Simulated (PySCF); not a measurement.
Species: MoO2F2 (singlet state).
Bonds: Mo1–O2, Mo1–O3, Mo1–F4, Mo1–F5.

Method: PySCF 2.14.0, PBE0-D3(BJ)/def2-SVP geometry optimisation, gas phase, def2 core potentials past Kr; density fitting, grid level 1; the optimiser is geomeTRIC in internal coordinates, started from a GFN2-xTB structure with every atom displaced at random (about 0.03 Å).

Step 0: E = -11369.9855 eV
```
atom  x, y, z in Å  |  force x, y, z in eV/Å
Mo1     0.0884   -0.0770    0.0324   -9.867   2.043   0.202
O2     -0.0129   -0.0280    1.6456    1.084  -0.118   4.342
O3      1.4931   -0.0004   -0.5868   10.754   0.092  -3.128
F4     -0.6943    1.4556   -0.5531   -0.526   0.641  -0.315
F5     -0.7994   -1.4607   -0.6002   -1.445  -2.659  -1.100
```

Step 1: E = -11371.0218 eV
```
atom  x, y, z in Å  |  force x, y, z in eV/Å
Mo1     0.0284   -0.0428    0.0052    0.526   0.613   0.734
O2      0.0527   -0.0383    1.6877    0.132  -0.098  -1.250
O3      1.6083   -0.0216   -0.5423   -0.692  -0.172   0.446
F4     -0.7629    1.5088   -0.5830    0.028  -0.209   0.077
F5     -0.8517   -1.5165   -0.6297    0.006  -0.135  -0.006
```

**Question.** Estimate the geometry and energy of step 2. (The exact step hangs on the optimiser's Hessian estimate; all steps are aligned on step 1, rigid shifts and turns removed.)

**Answer.** E = -11371.0520 eV, largest force 0.390 eV/Å
```
atom  x, y, z in Å  |  force x, y, z in eV/Å
Mo1     0.0196   -0.0256   -0.0015    0.378  -0.061  -0.072
O2      0.0758   -0.0444    1.6565   -0.078  -0.012   0.067
O3      1.6034   -0.0377   -0.5095   -0.239  -0.035   0.023
F4     -0.7772    1.5170   -0.5821   -0.078   0.119  -0.032
F5     -0.8468   -1.5197   -0.6256    0.017  -0.011   0.014
```

The energy changes by -0.0301 eV. The first-order estimate −F·Δx gives -0.0629 eV and the mean of the old and new forces, exact on a quadratic surface, -0.0300 eV. The step makes an angle of 56° with the force vector and moves no atom by more than 0.039 Å.

What follows is the cost of the whole optimisation. On one thread of an Intel Xeon Platinum 8488C, shared host, this took 18 s of wall time and 0.34 GiB of memory at its peak.
